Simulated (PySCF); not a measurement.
Working out the ionisation energy of Ga

Ga [Ar] 3d10 4s2 4p1 (2P) → Ga⁺ [Ar] 3d10 4s2 (1S). All numbers are calculated (PySCF 2.14, scalar relativity through the core potential, in aug-cc-pVDZ-PP with ECP10MDF (5s4p3d, 32 functions)). Frozen: 3s2 3p6 3d10. Energies in hartree (1 hartree = 27.21139 eV):

| part | Ga (lower) | Ga⁺ (upper) |
| --- | --- | --- |
| UHF | -258.291230 | -258.088334 |
| CCSD correlation | -0.043398 | -0.035418 |
| (T) | -0.000541 | 0.000000 |

Q: What does Hartree-Fock give?

A: (-258.088334) − (-258.291230) = 0.202896 hartree = 5.521 eV.

Q: What do CCSD and CCSD(T) give?

A: The CCSD correlation energies differ by 0.007980 hartree = 0.217 eV and the triples by 0.000541 hartree = 0.015 eV, so CCSD gives 5.738 eV and CCSD(T) 5.753 eV.

Measured between the centres of the two terms (NIST): 5.931 eV, so CCSD(T) (valence) is off by -0.178 eV.

A double-zeta basis recovers only part of the correlation energy.

What remains against the reference includes basis incompleteness, the frozen core and higher excitations.
